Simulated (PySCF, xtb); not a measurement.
C5H6O2, SMILES c1(cc(oc1)O)C.

GFN2-xTB run with xtb 6.7.1 at its own geometry gives an orbital gap of 4.70 eV and a dipole moment of 2.44 D.

The structure is a stationary point at TPSSh-D3(BJ)/def2-SVP. One conformer was computed; it need not be the lowest.

Task: What does PBE/def2-TZVP (PySCF) give? (An estimate is asked for; the answer gives what the named calculation found.)

Result: gap 4.63 eV (levels -4.78 and -0.15 eV), dipole 2.03 D.
